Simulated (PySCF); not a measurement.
An unknown shows these calculated signals:

1H NMR (400 MHz, computed): δ 10.45 (s, 1H), 6.59 (m, 1H), 5.21 (m, 2H), 4.37 (s, 3H).

13C{1H} NMR (computed): δ 205.0 (CH), 154.8 (C), 149.8 (CH), 125.1 (C), 95.7 (CH2).

Isolated molecule, rapidly exchanging positions averaged, no relativistic terms, one computed conformer. Geometry from GFN2-xTB; NMR shieldings at PBE0/pcSseg-1/GIAO; PySCF 2.14.0 with density-fitted response routines.

δ = σ(ref) − σ, references computed at the same level: TMS for 1H (31.72 ppm), 13C (186.93 ppm).

Which of these does the molecule contain: a Si–H bond, an S-methyl group, an aldehyde, a non-aromatic C=C double bond, a CH3CH2 unit, a C≡C triple bond?

Results:


- A Si–H bond: yes (δH 4.37 (s)).
- An S-methyl group: no.
- An aldehyde: yes (δC 205.0; δH 10.45 (s)).
- A non-aromatic C=C double bond: yes.
- A CH3CH2 unit: no.
- A C≡C triple bond: no.

The data belong to `O=C/C([SiH3])=C\C(F)(F)CF`, C5H7F3OSi; they needn't prove each group on their own.

Carbon signals by region: 1 in the far downfield region (above 160 ppm), 3 in the sp2 and nitrile region (100–160 ppm), 1 at 50–100 ppm. Above 160 ppm: 205.0, aldehyde carbonyl carbon.

Splittings by 19F in the carbon and heteronuclear signals aren't shown, as no couplings were computed. Shifts are as computed. Against solution values, carbons near 30 ppm lie about +3 ppm off and those near 130 ppm about +5 ppm. Of 1211 compounds with measured shifts, 218 miss one by over three times the rms of a fit or turn the order of signals round; such compounds aren't used in these exercises. No couplings were computed; multiplicities are counted from neighbouring protons, with m where these are inequivalent, close in shift, in a saturated or five-membered ring or joined by F or P, and br s for small geminal =CH2 splittings.
